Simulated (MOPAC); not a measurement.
Job for MOPAC: PM6 on LiB, 2S+1 = 3, a spin state set in the input, which need not be the lowest, a point of a bond scan (R = 2.259 Å).

```
PM6 1SCF PRECISE CHARGE=0 UHF MS=1 THREADS=1
BLi

Li     0.00000000 1     0.00000000 1     0.00000000 1
B      0.00000000 1     0.00000000 1     2.25922800 1
```

Output:

```
*******************************************************************************
 **                                                                           **
 **                              MOPAC v23.2.5                                **
 **                                                                           **
 *******************************************************************************
 ** MOPAC's Digital Object Identifier: https://doi.org/10.5281/zenodo.6511958 **
 **                                                                           **
 ** Please cite the open-source release paper for use of this MOPAC version:  **
 ** J. E. Moussa and J. J. P. Stewart (2026)                                  **
 ** MOPAC: An open-source semiempirical molecular orbital program             **
 ** J. Open Source Softw., 11(119), 8025, https://doi.org/10.21105/joss.08025 **
 *******************************************************************************

                              PM6 CALCULATION RESULTS

 *******************************************************************************
 *  PM6        - The PM6 Hamiltonian to be used
 *  UHF        - UNRESTRICTED HARTREE-FOCK CALCULATION
 *
 *
 *
 *                 CHARGE ON SYSTEM = 0
 *
 *
 *
 *  MS=        - IN MECI, MAGNETIC COMPONENT OF SPIN =  1.0
 *  PRECISE    - TIGHTER CRITERIA TO BE USED
 *  1SCF       - DO 1 SCF AND THEN STOP
 *  THREADS=1  - MULTI-THREADING NOT USED
 *  T=         - A TIME OF 172800.0 SECONDS REQUESTED
 *  DUMP=N     - RESTART FILE WRITTEN EVERY 7200.0 SECONDS REQUESTED
 *******************************************************************************
PM6 1SCF PRECISE CHARGE=0 UHF MS=1 THREADS=1
 BLi

   ATOM   CHEMICAL          X               Y               Z
  NUMBER   SYMBOL      (ANGSTROMS)     (ANGSTROMS)     (ANGSTROMS)

     1      Li          0.00000000  *   0.00000000  *   0.00000000  *
     2       B          0.00000000  *   0.00000000  *   2.25922800  *



          CARTESIAN COORDINATES

    NO.       ATOM           X           Y           Z

     1        Li          0.0000      0.0000      0.0000
     2         B          0.0000      0.0000      2.2592

 General Reference for PM6:
 "Optimization of Parameters for Semiempirical Methods V: Modification of NDDO Approximations
 and Application to 70 Elements", J. J. P. Stewart, J. Mol. Mod., 13, 1173-1213 (2007)
 URL: https://link.springer.com/article/10.1007/s00894-007-0233-4

           Empirical Formula: Li B  =     2 atoms



      MOLECULAR POINT GROUP   :   C*v


          UHF CALCULATION, NO. OF ALPHA ELECTRONS =    3
                           NO. OF BETA  ELECTRONS =    1

 -------------------------------------------------------------------------------
 PM6 1SCF PRECISE CHARGE=0 UHF MS=1 THREADS=1
 BLi



     1SCF WAS SPECIFIED, SO BFGS WAS NOT USED
     SCF FIELD WAS ACHIEVED


                              PM6 CALCULATION
                                                       MOPAC v23.2.5 Linux




          FINAL HEAT OF FORMATION =        135.95886 KCAL/MOL =     568.85187 KJ/MOL


          COSMO AREA              =         83.75 SQUARE ANGSTROMS
          COSMO VOLUME            =         66.89 CUBIC ANGSTROMS

          IONIZATION POTENTIAL    =          5.397739 EV
          ALPHA SOMO LUMO (EV)    =         -5.398  0.289
          BETA  SOMO LUMO (EV)    =         -9.193  1.609
          NO. OF ALPHA ELECTRONS  =          3
          NO. OF BETA  ELECTRONS  =          1
          MOLECULAR WEIGHT        =         17.7500         POINT GROUP:  C*v

          MOLECULAR DIMENSIONS (Angstroms)

            Atom       Atom       Distance
            B     2   Li     1     2.25923
            B     2   Li     1     0.00000
           Li     1    B     2     0.00000


          SCF CALCULATIONS        =          1





   ATOM   CHEMICAL          X               Y               Z
  NUMBER   SYMBOL      (ANGSTROMS)     (ANGSTROMS)     (ANGSTROMS)

     1      Li          0.00000000  *   0.00000000  *   0.00000000  *
     2       B          0.00000000  *   0.00000000  *   2.25922800  *

                             CARTESIAN COORDINATES

   1   Li        0.000000000     0.000000000     0.000000000
   2    B        0.000000000     0.000000000     2.259228000


           Empirical Formula: Li B  =     2 atoms



      MOLECULAR POINT GROUP   :   C*v


          ALPHA EIGENVALUES
 -11.46330  -6.08273  -5.39774   0.28878   1.80788   5.80108   5.80756   5.97182


           BETA EIGENVALUES
  -9.19263   1.60949   1.61676   3.04374   3.16438   6.08318   6.09236   6.34464


              NET ATOMIC CHARGES AND DIPOLE CONTRIBUTIONS

  ATOM NO.   TYPE          CHARGE      No. of ELECS.   s-Pop       p-Pop
    1         Li           0.764597        0.2354     0.22645     0.00895
    2          B          -0.764597        3.7646     1.92068     1.84392
 DIPOLE           X         Y         Z       TOTAL
 POINT-CHG.     0.000     0.000    -8.297     8.297
 HYBRID        -0.000     0.000     0.447     0.447
 SUM           -0.000     0.000    -7.850     7.850


          ATOMIC ORBITAL ELECTRON POPULATIONS

     Atom    s        px        py        pz
    1 Li   0.22645   0.00030   0.00000   0.00865
    2  B   1.92068   0.99970   0.00000   0.84422


                    (SZ)    =    1.000000
                    (S**2)  =    2.002420


          ATOMIC ORBITAL SPIN POPULATIONS

    Atom   Total    s     px     py     pz
         Atomic
    1 Li  0.1737  0.166  0.000  0.000  0.007
    2  B  1.8263  0.044  1.000  0.000  0.783

 **********************
 *                    *
 * JOB ENDED NORMALLY *
 *                    *
 **********************




 == MOPAC DONE ==
```

The run finished.

Cost: around 0.010 core-seconds (rough).
